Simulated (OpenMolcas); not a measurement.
# Multiconfigurational calculation on Nb I

Input:

```
&GATEWAY
Coord
1

Nb 0.0 0.0 0.0
Basis=ANO-R1
Group=XYZ
NoMove
AngMom=0.0 0.0 0.0
AMFI
&SEWARD
* reference wave functions (RASSCF and RASSI steps not shown): 5 electrons in 6 orbitals (4d 5s)
>>> COPY JOB001 $Project.JobIph
&CASPT2
Multistate=6 1 2 3 4 5 6
Frozen=8 6
IPEA=0.1
Sig2=0.05
MaxIter=60
WThr=0.0 0.3 0.05
PrWF=0.5
NoMix
>>> COPY JOB002 $Project.JobIph
&CASPT2
Multistate=50 1 2 3 4 5 6 7 8 9 10 11 12 13 14 15 16 17 18 19 20 21 22
23 24 25 26 27 28 29 30 31 32 33 34 35 36 37 38 39 40 41 42 43 44 45 46
47 48 49 50
Frozen=8 6
IPEA=0.1
Sig2=0.05
MaxIter=60
WThr=0.0 0.3 0.05
PrWF=0.5
NoMix
>>> COPY JOB003 $Project.JobIph
&CASPT2
Multistate=35 1 2 3 4 5 6 7 8 9 10 11 12 13 14 15 16 17 18 19 20 21 22
23 24 25 26 27 28 29 30 31 32 33 34 35
Frozen=8 6
IPEA=0.1
Sig2=0.05
MaxIter=60
WThr=0.0 0.3 0.05
PrWF=0.5
NoMix
```

Launched by
```bash
OMP_NUM_THREADS=1 MOLCAS_MEM=2252 MOLCAS_PROJECT=a pymolcas a.inp > a.log  # once for each step of the input, in one work folder
```

Output, cut to the results:

```
--- CASPT2 ---
Orbital specifications:
      -----------------------

      Symmetry species                           1   2
                                                ag  au
      Frozen orbitals                            8   6
      Inactive orbitals                          1   3
      Active orbitals                            6   0
      Secondary orbitals                         6  10
      Deleted orbitals                           0   0
      Number of basis functions                 21  19
Type of calculation                        MS-CASPT2
      Fock operator                              state-specific
      IPEA shift                                 0.10
      Real shift                                 0.00
      Imaginary shift                            0.00
      Sigma^2 regularizer                        0.05
      The input orbitals will be transformed to quasi-canonical
Reference energy:       -3817.2652937335
      E2 (Non-variational):      -0.2511495094
      Shift correction:           0.0000000222
      E2 (Variational):          -0.2511494872
      Total energy:           -3817.5164432207
      Residual norm:              0.0000003514
      Reference weight:           0.92018
      Contributions to the CASPT2 correlation energy
      Active & Virtual Only:         -0.0514099573
      One Inactive Excited:          -0.1143758898
      Two Inactive Excited:          -0.0853636622
Reference energy:       -3817.2652937335
      E2 (Non-variational):      -0.2511489347
      Shift correction:           0.0000000222
      E2 (Variational):          -0.2511489125
      Total energy:           -3817.5164426460
      Residual norm:              0.0000003507
      Reference weight:           0.92018
      Contributions to the CASPT2 correlation energy
      Active & Virtual Only:         -0.0514098880
      One Inactive Excited:          -0.1143754697
      Two Inactive Excited:          -0.0853635770
::    CASPT2 Root  1     Total energy:  -3817.51644322
::    CASPT2 Root  2     Total energy:  -3817.51644265
::    CASPT2 Root  3     Total energy:  -3817.51643655
::    CASPT2 Root  4     Total energy:  -3817.51643539
::    CASPT2 Root  5     Total energy:  -3817.51644145
::    CASPT2 Root  6     Total energy:  -3817.44935466
::    MS-CASPT2 Root  1     Total energy:  -3817.51644413
::    MS-CASPT2 Root  2     Total energy:  -3817.51644300
::    MS-CASPT2 Root  3     Total energy:  -3817.51644179
::    MS-CASPT2 Root  4     Total energy:  -3817.51643580
::    MS-CASPT2 Root  5     Total energy:  -3817.51643459
::    MS-CASPT2 Root  6     Total energy:  -3817.44935460
--- CASPT2 ---
Orbital specifications:
      -----------------------

      Symmetry species                           1   2
                                                ag  au
      Frozen orbitals                            8   6
      Inactive orbitals                          1   3
      Active orbitals                            6   0
      Secondary orbitals                         6  10
      Deleted orbitals                           0   0
      Number of basis functions                 21  19
Type of calculation                        MS-CASPT2
      Fock operator                              state-specific
      IPEA shift                                 0.10
      Real shift                                 0.00
      Imaginary shift                            0.00
      Sigma^2 regularizer                        0.05
      The input orbitals will be transformed to quasi-canonical
Reference energy:       -3817.2242217292
      E2 (Non-variational):      -0.2830063835
      Shift correction:           0.0000000061
      E2 (Variational):          -0.2830063774
      Total energy:           -3817.5072281067
      Residual norm:              0.0000000649
      Reference weight:           0.88629
      Contributions to the CASPT2 correlation energy
      Active & Virtual Only:         -0.0780670871
      One Inactive Excited:          -0.1115061110
      Two Inactive Excited:          -0.0934331853
Reference energy:       -3817.2242217292
      E2 (Non-variational):      -0.2827804210
      Shift correction:           0.0000000062
      E2 (Variational):          -0.2827804149
      Total energy:           -3817.5070021441
      Residual norm:              0.0000000644
      Reference weight:           0.88649
      Contributions to the CASPT2 correlation energy
      Active & Virtual Only:         -0.0779471936
      One Inactive Excited:          -0.1114284672
      Two Inactive Excited:          -0.0934047603
::    CASPT2 Root  1     Total energy:  -3817.50722811
::    CASPT2 Root  2     Total energy:  -3817.50700214
::    CASPT2 Root  3     Total energy:  -3817.50726192
::    CASPT2 Root  4     Total energy:  -3817.50765787
::    CASPT2 Root  5     Total energy:  -3817.50596080
::    CASPT2 Root  6     Total energy:  -3817.50892042
::    CASPT2 Root  7     Total energy:  -3817.50637688
::    CASPT2 Root  8     Total energy:  -3817.49091752
::    CASPT2 Root  9     Total energy:  -3817.49091541
::    CASPT2 Root 10     Total energy:  -3817.49091730
::    CASPT2 Root 11     Total energy:  -3817.47308572
::    CASPT2 Root 12     Total energy:  -3817.47308554
::    CASPT2 Root 13     Total energy:  -3817.47307145
::    CASPT2 Root 14     Total energy:  -3817.47308289
::    CASPT2 Root 15     Total energy:  -3817.47291190
::    CASPT2 Root 16     Total energy:  -3817.45474581
::    CASPT2 Root 17     Total energy:  -3817.45469408
::    CASPT2 Root 18     Total energy:  -3817.45472759
::    CASPT2 Root 19     Total energy:  -3817.45477985
::    CASPT2 Root 20     Total energy:  -3817.45470294
::    CASPT2 Root 21     Total energy:  -3817.45478962
::    CASPT2 Root 22     Total energy:  -3817.45469963
::    CASPT2 Root 23     Total energy:  -3817.45469885
::    CASPT2 Root 24     Total energy:  -3817.45472318
::    CASPT2 Root 25     Total energy:  -3817.45474406
...
```

Levels above the lowest, from the spin-orbit matrix with the multistate effective Hamiltonian, averaged by term, added to it:

```csv
Configuration,Term,J,E (cm⁻¹),Measured (cm⁻¹),Term weight %,Second
4d⁴ 5s,⁶D,1/2,0.0,0.0,99,
4d⁴ 5s,⁶D,3/2,144,154,99,
4d⁴ 5s,⁶D,5/2,371,392,99,
4d³ 5s²,⁴F,3/2,376,1143,89,11 4d⁴ 5s ⁴F
4d⁴ 5s,⁶D,7/2,666,695,99,
4d³ 5s²,⁴F,5/2,730,1587,89,11 4d⁴ 5s ⁴F
4d⁴ 5s,⁶D,9/2,1020,1050,99,
4d³ 5s²,⁴F,7/2,1207,2154,89,10 4d⁴ 5s ⁴F
4d³ 5s²,⁴F,9/2,1785,2805,88,10 4d⁴ 5s ⁴F
4d⁴ 5s,⁴P(1),1/2,4390,,88,11 ⁴P(2)
4d⁴ 5s,⁴P(1),3/2,4580,,87,12 ⁴P(2)
4d⁴ 5s,⁴P(1),5/2,5020,,86,13 ⁴P(2)
4d⁴ 5s,⁴D(1),1/2,9420,,90,10 4d³ 5s² ²P
4d⁴ 5s,⁴D(1),3/2,9710,,97,3 4d³ 5s² ²P
4d⁴ 5s,⁴D(1),5/2,10050,,98,
4d⁴ 5s,⁴D(1),7/2,10460,,90,8 4d³ 5s² ²G
4d³ 5s²,²G,7/2,10630,,91,8 4d⁴ 5s ⁴D(1)
4d³ 5s²,²G,9/2,11040,,99,
4d³ 5s²,²D,3/2,11160,,58,40 ²P
4d³ 5s²,²P,1/2,11300,,90,10 4d⁴ 5s ⁴D(1)
4d³ 5s²,²D,5/2,11750,,98,
4d³ 5s²,²P,3/2,12570,,56,41 ²D
4d⁴ 5s,⁴H,7/2,13890,,94,5 ⁴G
4d⁴ 5s,⁴H,9/2,13960,,92,7 ⁴G
```

Against the 8 measured excited levels shown (NIST Handbook of Basic Atomic Spectroscopic Data) the mean absolute deviation is 460 cm-1; the largest miss in energy is 4d³ 5s² ⁴F_9/2: computed 1785, measured 2805 cm⁻¹ (-36.4 %), and the largest in proportion 4d³ 5s² ⁴F_3/2 (-67.1 %).

CASPT2 breaks the degeneracy within a term, and the mean is taken; among the terms shown or strongly mixed into the levels shown the widest spread is 1400 cm-1 (4d³ 5s² ⁴F). Some high roots are left out of the spin-orbit mixing, which shifts the levels that they would mix with. Terms from blocks run as CI alone lack orbitals of their own. Configurations are named by rounded mean occupations; where the s occupation lies near a half they are strongly mixed, a name can repeat and a true partner stay unpaired. A single d shell beside an s shell can misplace configurations of different d count against each other. The CASPT2 spread within a term exceeds the gap to the next term for 4d⁴ 5s ⁶D and 4d³ 5s² ⁴F, so the order of their levels is uncertain, and so are names and mixing where such terms share a J. Measured partners are found by configuration, term and J. A level has none where our copy of the source lacks it or the pairing is in doubt (some pairs that miss far off the trend of their configuration count as doubtful), and it then counts in no deviation. Only configurations of the active space appear. The first state left out of the spin-orbit step lies near 24000 cm-1 above the lowest spin-free state of the reference (among the parities and spins computed), and the list stops at four fifths of that energy or lower. The table shows the lowest 24 of 46 levels.

The CASPT2 steps took 23 s on 1 thread of Arm Neoverse V1, on a shared host; the integral step is not counted.

The term weight is that of the spin-free term in the level, not the purity of its configuration. A number in round brackets counts repeated terms of one configuration in the order of the reference energies.
